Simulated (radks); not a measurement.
Q: Radial electron density D(r) = 4 pi r^2 rho(r) of an atom or ion with 35 electrons. All-electron calculation, scalar-relativistic Kohn-Sham, Slater X-alpha with alpha = 0.842, spin-polarised, spherical densities, point nucleus. Program: a radial shooting solver on a logarithmic mesh with Libxc functionals.

r (bohr),D(r) (e/bohr),spin D(r)
0.002218,2.467,-0.0000218
0.002521,3.083,-0.0000266
0.002888,3.893,-0.0000323
0.003283,4.831,-0.0000383
0.003731,5.971,-0.0000444
0.00424,7.346,-0.0000498
0.004858,9.103,-0.0000534
0.005521,11.07,-0.0000521
0.006275,13.37,-0.0000424
0.00719,16.20,-0.0000157
0.008171,19.23,0.0000356
0.009287,22.59,0.000128
0.01056,26.25,0.000287
0.01209,30.36,0.000568
0.01374,34.29,0.000995
0.01562,38.10,0.00166
0.01775,41.57,0.00266
0.02034,44.61,0.00427
0.02312,46.61,0.00650
0.02628,47.57,0.00967
0.02986,47.42,0.0141
0.03421,46.14,0.0204
0.03889,44.19,0.0282
0.0442,42.05,0.0378
0.05063,40.29,0.0499
0.05755,39.87,0.0623
0.06541,41.13,0.0744
0.07434,44.18,0.0841
0.08517,48.85,0.0890
0.0968,53.48,0.0856
0.11,56.90,0.0727
0.125,57.81,0.0509
0.1433,55.23,0.0227
0.1628,49.87,-0.0000287
0.1851,43.18,-0.00800
0.212,37.01,0.0103
0.241,34.07,0.0555
0.2739,34.58,0.118
0.3113,37.57,0.178
0.3566,40.95,0.208
0.4053,41.81,0.186
0.4606,39.05,0.118
0.5236,32.95,0.0374
0.5998,24.67,-0.00631
0.6817,17.35,0.0412
0.7748,12.00,0.192
0.8806,9.009,0.421
1.009,7.747,0.678
1.147,7.296,0.852
1.303,6.701,0.900
1.493,5.533,0.803
1.697,4.068,0.616
1.929,2.603,0.403
2.192,1.433,0.224
2.511,0.6350,0.0985
2.854,0.2455,0.0372
3.244,0.07796,0.0113
3.687,0.01992,0.00270
4.224,0.003581,0.000438
4.801,0.0005379,0.0000572

What is the nuclear charge?

A: Z = 38. The innermost maximum, from 1s, lies near gamma/Z bohr with gamma = sqrt(1 - (Z/c)^2) = 0.961, here 0.0253 bohr (found: 0.0276), and its height grows with Z. The density is that of the strontium ion Sr3+ in [Ar] 3d10 4s2 4p5; the configuration itself is not fixed sharply by these data, and Z only to a few units. D(r) has 3 maxima, at r = 0.0276, 0.122, 0.393 bohr, and minima at 0.0562, 0.251 bohr, inside which lie 2.06, 11.03 electrons.
